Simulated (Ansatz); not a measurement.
CH₃O₂Sb (`[OH][Sb]1[CH2][O]1`), relaxed with RKS PBE-D4/def2-SVP in the Gaussian-basis code of Ansatz from a rough embedded geometry. The force threshold is 0.03 eV/Å; the program also tests the step.

The species carries charge 0 and has multiplicity 1. Sb: def2 effective core potential.

Start:

```xyz
7

O     0.294    1.829    0.533
Sb    0.258    0.832   -1.160
C    -0.213   -0.941   -0.139
O    -1.323   -0.358   -0.492
H     1.151    1.577    1.006
H    -0.050   -0.992    0.971
H    -0.117   -1.946   -0.718
```

Problem. How much energy does the relaxation release, and in how many steps? (Best estimate.)

Solution. The calculation gave: 0.51 eV, in 5 steps.

Problem. Which bonds change most? (An estimate is asked.)

Solution. The calculation gave: Sb2–C3 from 2.100 to 2.189 Å; C3–O4 from 1.303 to 1.385 Å; O1–Sb2 from 1.965 to 2.017 Å; C3–H7 from 1.164 to 1.113 Å.

Problem. Give the relaxed structure. (An estimate is asked.)

Solution. The calculation gave: 
```xyz
7

O     0.577    2.041    0.395
Sb    0.207    0.847   -1.188
C    -0.242   -1.027   -0.152
O    -1.387   -0.299   -0.433
H     0.856    1.504    1.163
H     0.083   -1.079    0.914
H    -0.094   -1.986   -0.698
```
